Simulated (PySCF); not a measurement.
# Orbital picture of OsH

PBE0 at R = 1.586 Å; PySCF, scalar-relativistic core potentials, basis sets H def2-TZVPP, Os def2-TZVPP with ECP60. State: ⁴Δ (quartet), unpaired electrons π ↑↑, δ ↑, a second solution, started from another occupation. Only the outer orbitals are listed, counted within each symmetry, core potentials removing the inner ones.

| spin | orbital | occ. | ε (eV) | on H (%) | main shells (%) |
| --- | --- | --- | --- | --- | --- |
| α | 3σ | 1 | -11.07 | 44 | 44 H s, 40 Os d, 14 Os s |
| α | 2π | 1 | -8.40 | 1 | 99 Os d |
| α | 2π | 1 | -8.40 | 1 | 99 Os d |
| α | 1δ | 1 | -7.71 | 0 | 100 Os d |
| α | 1δ | 1 | -6.90 | 0 | 100 Os d |
| α | 4σ | 1 | -6.80 | 2 | 62 Os s, 36 Os d |
| α | 5σ | 0 | -2.46 | 27 | 44 Os p, 27 H s, 17 Os s |
| α | 3π | 0 | -0.43 | 1 | 99 Os p |
| α | 3π | 0 | -0.43 | 1 | 99 Os p |
| β | 2σ | 1 | -50.95 | 1 | 99 Os p |
| β | 1π | 1 | -50.23 | 0 | 100 Os p |
| β | 1π | 1 | -50.23 | 0 | 100 Os p |
| β | 3σ | 1 | -10.55 | 57 | 56 H s, 32 Os d, 10 Os s |
| β | 1δ | 1 | -5.77 | 0 | 100 Os d |
| β | 4σ | 1 | -5.67 | 2 | 60 Os s, 38 Os d |
| β | 2π | 0 | -2.59 | 1 | 99 Os d |
| β | 2π | 0 | -2.59 | 1 | 99 Os d |
| β | 1δ | 0 | -1.95 | 0 | 100 Os d |

Which are the highest filled and the lowest empty level, where do they sit, and how wide is the gap?

Highest filled β 4σ at -5.67 eV (in %: 60 Os s, 38 Os d); lowest empty β 2π at -2.59 eV (in %: 99 Os d); the gap at PBE0 is 3.08 eV.

| Property | Result |
| --- | --- |
| bond order (Mayer) | 1.05 |
| ⟨S²⟩ | 3.767 |
| charge on H (Mulliken, basis-dependent) | -0.07 |
| charge on H (Löwdin, basis-dependent) | -0.22 |
| dipole moment (positive dipole means H(−)Os(+)) | 1.50 D |

Spin–orbit coupling is left out.
